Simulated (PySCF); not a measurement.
# Correlation energy of Rb²⁸⁺ (rubidium, charge +28)

Starting occupation: [He] 2s2 2p5, 2p1/2 with m_j = -1/2, +1/2, 2p3/2 with m_j = -1/2, +1/2, +3/2. Calculation: PySCF 2.14, in an uncontracted even-tempered set (17 s from 9.7 bohr⁻², ratio 2.4; 12 p from 13 bohr⁻², ratio 2.4; 5 d from 50 bohr⁻², ratio 2.6; 4 f from 74 bohr⁻², ratio 2.6); X2C-1e with screened-nucleus spin-orbit coupling, Gaussian nucleus. Frozen: nothing; 9 electrons correlated; the 32 highest virtual spinors left out.

MP2 pair energies summed by pair of shells (mhartree):

| pair | energy | share (%) |
| --- | --- | --- |
| 2p1/2-2p3/2 | -75.57 | 22.9 |
| 2p3/2-2s1/2 | -52.40 | 15.9 |
| 2p3/2-2p3/2 | -48.16 | 14.6 |
| 1s1/2-1s1/2 | -40.90 | 12.4 |
| 2p1/2-2s1/2 | -30.77 | 9.3 |
| 2p1/2-2p1/2 | -22.28 | 6.8 |
| 1s1/2-2p3/2 | -22.00 | 6.7 |
| 1s1/2-2p1/2 | -15.44 | 4.7 |
| 2s1/2-2s1/2 | -12.23 | 3.7 |
| 1s1/2-2s1/2 | -10.01 | 3.0 |

Total MP2 correlation energy: -329.75 mhartree.

At this charge the one-electron X2C treatment keeps the bare 1/r₁₂, with no two-electron picture change or Breit term. That inflates the 1s pair energies well beyond their four-component values.
